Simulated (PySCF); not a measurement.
Compound: C6H13N (charge +1 and doublet state).
Cartesian coordinates in Å at the GFN2-xTB level; atoms count from 1:
```xyz
20
C6H13N angstrom
C     -0.0628    1.5290    0.2446
C     -1.0559    0.7759   -0.6596
C     -1.5932   -0.4962   -0.0319
C     -0.5677   -1.6816    0.0007
N      0.6350   -1.2687    0.5912
C      1.5572   -0.4867   -0.1178
C      1.3818    1.0408    0.1856
H     -0.4323    1.4887    1.2709
H     -0.0577    2.5798   -0.0478
H     -0.6246    0.5798   -1.6422
H     -1.9141    1.4339   -0.8173
H     -1.9327   -0.2947    0.9847
H     -2.4355   -0.8706   -0.6150
H     -0.3799   -1.9938   -1.0295
H     -1.0124   -2.4985    0.5712
H      0.6755   -1.2270    1.6039
H      1.4420   -0.6726   -1.1865
H      2.5774   -0.7446    0.1840
H      1.8777    1.2727    1.1273
H      1.9172    1.5449   -0.6196
```

Identity: `C1CCC[NH+]CC1` [radical] (charge +1).

Computed, not measured: UKS B3LYP, pcH-1 on C H N, non-relativistic, mean-field spin-orbit, GIAO in PySCF 2.14.0. Geometry: GFN2-xTB, one conformer, isolated ion. A GFN2-xTB geometry isn't a minimum of the functional, and hyperfine couplings can be far from their values at a DFT geometry, by a factor of two or more for some ions and for spin on atoms past the first row. The SCF solution wasn't tested for stability.

Principal values of hyperfine tensors in MHz (contact and dipolar terms together), for some of the nuclei:

```csv
atom,isotope,A1,A2,A3
H18,1H,102.81,104.87,120.59
C3,13C,41.10,41.48,81.35
C7,13C,42.58,42.91,77.23
H16,1H,-91.20,-60.05,1.47
H15,1H,40.77,41.74,56.37
H13,1H,37.59,41.93,52.51
N5,14N,2.51,2.63,112.68
C4,13C,-38.20,-33.23,-18.19
```

Task: Split each tensor into its isotropic and traceless parts, and turn a_iso into mT with g = 2.0033.

Result: a_iso is a third of the trace, T = A − a_iso, and a(mT) = a(MHz)/(g × 13.996).

```csv
atom,a_iso (MHz),a_iso (mT),T1,T2,T3
H18,109.42,3.902,-6.61,-4.56,11.17
C3,54.64,1.949,-13.54,-13.16,26.70
C7,54.24,1.934,-11.66,-11.33,22.99
H16,-49.93,-1.781,-41.27,-10.13,51.40
H15,46.29,1.651,-5.52,-4.56,10.08
H13,44.01,1.570,-6.42,-2.08,8.50
N5,39.27,1.401,-36.77,-36.65,73.41
C4,-29.87,-1.065,-8.33,-3.36,11.69
```

Task: What spin density at the nucleus of C4 lies behind its contact coupling (g_N = 1.40482)?

Result: a_FC = (2μ0/3) gₑ μB g_N μN ρ(0)/(2S·h) = 800.24 MHz × g_N × ρ(0)/(2S), with ρ in bohr⁻³. With a_FC = -29.87 MHz and 2S = 1, ρ(0) = -0.02657 bohr⁻³.

Task: H14 (1H, g_N = 5.58569) isn't in the table. Its spin density at the nucleus is 0.009186 bohr⁻³. What is its contact coupling?

Result: By the same relation, a_FC = 41.1 MHz. Its full tensor has the principal values 35.86, 36.76, 50.56 MHz.

Task: Which nucleus of the table has the largest anisotropic coupling, and what is its form?

Result: N5: -36.8, -36.6, 73.4 MHz, axial, in the ratio −1:−1:+2, the form that spin in one p orbital centred on that nucleus gives.

Task: What first-order splitting does C7 cause when the field lies along A1, A2 or A3 of its tensor (g taken as isotropic, no quadrupole term)?

Result: 2 lines (I = 1/2), spaced by |A_i|/(g × 13.996): 1.52, 1.53, 2.75 mT along the axes of A1, A2 and A3.
